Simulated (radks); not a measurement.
The numbers below are computed, except where a source is named.
Q: Ionisation of Gd, [Xe] 4f7 5d1 6s2, to Gd+, [Xe] 4f7 5d1 6s1, under several functionals. Scalar-relativistic Kohn-Sham, spin-polarised, spherical densities, finite nucleus; open shells are filled with parallel spins first (spin-orbit coupling, left out, can overturn this in heavy ions); a radial shooting solver on a logarithmic mesh with Libxc functionals. The NIST Atomic Spectra Database gives 6.150 eV (measured). Rank these functionals by the error of their Delta-SCF ionisation energy: PBEsol; BP86; MS2 meta-GGA; BLYP; Wu-Cohen GGA; B86b exchange with PBE correlation; exchange-only LDA; revPBE; LDA (Slater exchange, Perdew-Wang correlation); SOGGA.

A: From best to worst: BP86 6.160 eV (+0.010); BLYP 6.082 eV (-0.068); LDA (Slater exchange, Perdew-Wang correlation) 6.255 eV (+0.105); B86b exchange with PBE correlation 6.000 eV (-0.150); PBEsol 5.966 eV (-0.184); revPBE 5.903 eV (-0.246); Wu-Cohen GGA 5.884 eV (-0.265); SOGGA 5.837 eV (-0.313); MS2 meta-GGA 5.707 eV (-0.443); exchange-only LDA 5.026 eV (-1.124). Open shells are spherical and high-spin; term and fine-structure splittings are not resolved. Spin-orbit splitting is averaged out at the scalar-relativistic level.
